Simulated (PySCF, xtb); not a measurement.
H3O2SbTe, SMILES [OH][Sb]([OH])[TeH].

GFN2-xTB in xtb at its own geometry gives an orbital gap of 3.93 eV and a dipole moment of 3.20 D.

Geometry: PBE-D3(BJ)/def2-SVP. The def2 effective core potentials stand for the cores of Sb, Te; spin–orbit coupling is left out. Other conformers were not sampled.

Problem. What does PySCF with B3LYP/def2-TZVP give? (An estimate is asked for; the answer gives what the named calculation found.)

Solution. gap 4.46 eV (levels -6.55 and -2.09 eV), dipole 1.18 D.
